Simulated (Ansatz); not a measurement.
Total energies of C6H15FO2Sn (`C[O][Sn]([F])([O]C)[C](C)(C)C`).

```xyz
25

C     0.1836   -3.0206   -1.7440
O     0.7386   -1.7944   -1.3184
Sn   -0.1660   -0.6948    0.0079
F    -0.2326   -1.7162    1.6479
O    -2.0390   -0.6402   -0.5455
C    -3.0934   -0.7568    0.3833
C     0.8722    1.1651    0.3295
C     2.2631    0.8343    0.8530
C     0.0840    1.9744    1.3499
C     0.9503    1.8958   -1.0041
H    -0.8633   -2.9184   -2.0513
H     0.2421   -3.7856   -0.9611
H     0.7599   -3.3695   -2.6053
H    -4.0091   -0.9775   -0.1726
H    -3.2532    0.1762    0.9394
H    -2.9302   -1.5609    1.1087
H     2.8395    0.2417    0.1387
H     2.8113    1.7686    1.0285
H     2.2265    0.2895    1.7993
H    -0.0010    1.4566    2.3084
H    -0.9226    2.2127    0.9967
H     0.6015    2.9246    1.5325
H     1.4834    2.8443   -0.8624
H    -0.0396    2.1316   -1.4028
H     1.4940    1.3195   -1.7562
```

The species carries charge 0 and has multiplicity 1. Correlated methods include outer-core shells of Sn, which these sets cover unevenly. Sn: def2 effective core potential. The structure was optimised at the PBE0-D4/def2-TZVP level. It is one conformer, not always the lowest. Basis def2-TZVPP, the Gaussian-basis code of Ansatz.

RPA on PBE orbitals: Hartree–Fock energy of these orbitals -698.57007 Eh, correlation -3.33365 Eh (frozen core).

```json
{"functional": "LDA (SPW92)", "energy without D4 (Eh)": "-698.21325", "D4 term (kJ/mol)": "–"}
{"functional": "PBE", "energy without D4 (Eh)": "-701.91624", "D4 term (kJ/mol)": "-62.8"}
{"functional": "revPBE", "energy without D4 (Eh)": "-702.39023", "D4 term (kJ/mol)": "-178.7"}
{"functional": "BLYP", "energy without D4 (Eh)": "-702.28077", "D4 term (kJ/mol)": "-132.7"}
{"functional": "r2SCAN", "energy without D4 (Eh)": "-702.33271", "D4 term (kJ/mol)": "-17.6"}
{"functional": "B97M-V", "energy without D4 (Eh)": "-702.44308", "D4 term (kJ/mol)": "–"}
{"functional": "PBE0", "energy without D4 (Eh)": "-701.96437", "D4 term (kJ/mol)": "-54.2"}
{"functional": "B3LYP", "energy without D4 (Eh)": "-702.59623", "D4 term (kJ/mol)": "-99.3"}
{"functional": "r2SCANh", "energy without D4 (Eh)": "-702.29621", "D4 term (kJ/mol)": "-18.6"}
{"functional": "r2SCAN0", "energy without D4 (Eh)": "-702.24436", "D4 term (kJ/mol)": "-20.4"}
{"functional": "HSE06 (plane-wave form)", "energy without D4 (Eh)": "-701.93702", "D4 term (kJ/mol)": "-50.8"}
{"functional": "BHLYP", "energy without D4 (Eh)": "-702.17139", "D4 term (kJ/mol)": "-77.6"}
{"functional": "CAM-B3LYP", "energy without D4 (Eh)": "-702.28759", "D4 term (kJ/mol)": "-55.5"}
{"functional": "LC-ωPBE", "energy without D4 (Eh)": "-702.26560", "D4 term (kJ/mol)": "–"}
{"functional": "ωB97X-V", "energy without D4 (Eh)": "-702.35181", "D4 term (kJ/mol)": "–"}
{"functional": "ωB97M-V", "energy without D4 (Eh)": "-702.26064", "D4 term (kJ/mol)": "–"}
{"functional": "B2PLYP", "energy without D4 (Eh)": "-701.92798", "D4 term (kJ/mol)": "–"}
{"functional": "PBE-QIDH", "energy without D4 (Eh)": "-701.71352", "D4 term (kJ/mol)": "–"}
```

B3LYP takes the VWN-RPA correlation (the form of Gaussian; ORCA's B3LYP/G). HSE06 is the plane-wave form, built on full-range PBE exchange. The double hybrids freeze the cores in their second-order part.

LC-ωPBE has ω = 0.4 bohr⁻¹.
